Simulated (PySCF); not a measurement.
# Ionising TaH

BP86; Ta def2-TZVPPD with ECP60, H def2-TZVPPD; scalar-relativistic core potentials (PySCF 2.14). Neutral (UKS): quintet (σ ↑, π ↑↑, δ ↑), Re = 1.776 Å, ωe = 1748 cm⁻¹, HOMO -3.83 eV, LUMO -3.60 eV.

TaH⁺ (UKS): quartet (σ ↑, π ↑, δ ↑), Re = 1.739 Å, ωe = 1901 cm⁻¹. The energies at the minima are -57.53330 hartree for TaH and -57.26139 for TaH⁺.

(1) Work out the adiabatic ionisation energy, without and with harmonic zero-point energies (1 hartree = 27.2114 eV, 1 eV = 8065.5 cm⁻¹), and the change of the bond length.

De is left out where the level can put another filling of the metal’s s and d shells below the measured ground configuration, by anything from nothing to about 1 eV. These are scalar-relativistic numbers at best; spin–orbit coupling would shift them, the dissociation energy most. The state is the lowest single determinant that the PBE0 search found; with open d or f shells the true ground state can be another one.

Results:

(1) At BP86: 0.27191 hartree = 7.399 eV between the minima; the zero-point term (1901.0 − 1748.0)/2 cm⁻¹ = +0.009 eV makes it 7.409 eV. Re changes by -3.7 pm against the neutral. The electron leaves a π orbital, which is non-bonding in a hydride.
